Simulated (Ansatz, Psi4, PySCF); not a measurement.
System: SiCl₂, net charge 0, singlet state. SMILES: Cl[Si]Cl
Geometry from a B3LYP-D3(BJ)/def2-TZVP (Ansatz, an electronic-structure program) optimisation:
```
Si
Cl 1 2.0938
Cl 1 2.0938 2 101.66
```
Charge 0, spin multiplicity 1.

Property: vertical triplet-singlet gap, E(triplet) - E(singlet), in eV. Terms: frozen cores in correlated levels; UHF or UKS for open shells; 6-311+G** with 5d, 6d on Na to Ar in Ansatz; non-relativistic; spin-orbit terms left out; dispersion terms only where a functional's name holds one; each state is the SCF solution reached for its charge and spin; six Cartesian d functions in 6-31G* and its kin unless marked 5d. Ab initio and DFT rows: single points at B3LYP-D3(BJ) geometries (Ansatz). The Hartree-Fock reference of Cl[Si]Cl is unstable towards a lower, spin-broken solution. Levels can end on unlike triplets.

| level | program | vertical triplet-singlet gap, E(triplet) - E(singlet) (eV) |
|---|---|---|
| HF/6-31G* | Ansatz | 1.69 |
| HF/6-311+G** | Ansatz | 1.66 |
| PBE/6-31G* | Ansatz | 2.36 |
| PBE/6-311+G** | Ansatz | 2.34 |
| B3LYP/STO-3G | Ansatz | 2.94 |
| B3LYP/3-21G | Ansatz | 2.38 |
| B3LYP/6-31G* | Ansatz | 2.47 |
| B3LYP/6-311+G** | Ansatz | 2.46 |
| M06-2X/6-31G* (5d) | PySCF | 2.39 |
| wB97X-D/6-31G* | Psi4 | 2.42 |
| MP2/6-31G* | Ansatz | 2.28 |
| MP2/6-311+G** | Ansatz | 2.28 |
| B3LYP/def2-TZVPD | Ansatz | 2.47 |

No value to compare with is used here. The 12 habitual levels span 1.66 (HF/6-311+G**) to 2.94 eV (B3LYP/STO-3G); B3LYP/def2-TZVPD gives 2.47.

The levels are drawn from those run, B3LYP/6-31G* more often than the rest, none by its result; runs whose electronic state is in doubt are left out.
